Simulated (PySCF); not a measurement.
H₃O₄V, multiplicity 1. Atoms are numbered in the order given.

```xyz
8

V      0.0000     0.0000    -0.0211
O      0.0000     0.0000    -1.5620
O      1.4350     0.8285     0.5485
H      2.0832     1.2027    -0.0606
O      0.0000    -1.6570     0.5485
H      0.0000    -2.4055    -0.0606
O     -1.4350     0.8285     0.5485
H     -2.0832     1.2027    -0.0606
```
Charge 0, spin multiplicity 1.

Geometry optimised at ωB97X-D3(BJ)/def2-SVP. The multiplicity is an assumed one; other spin states were not compared. One conformer was computed; it need not be the lowest.

Level of theory: PBE0/def2-TZVP in PySCF.

Symmetry labels are those of the subgroup Cs that the program uses (full group C3v).

Computed valence orbital energies around the gap with their symmetry:
| orbital | symmetry | energy (eV) |
|---|---|---|
| HOMO−7 | A' | -11.32 |
| HOMO−6 | A" | -11.32 |
| HOMO−5 | A" | -10.52 |
| HOMO−4 | A' | -10.52 |
| HOMO−3 | A' | -10.13 |
| HOMO−2 | A" | -9.77 |
| HOMO−1 | A' | -9.77 |
| HOMO | A" | -9.13 |
| LUMO | A" | -2.14 |
| LUMO+1 | A' | -2.14 |
| LUMO+2 | A" | -0.98 |
| LUMO+3 | A' | -0.98 |
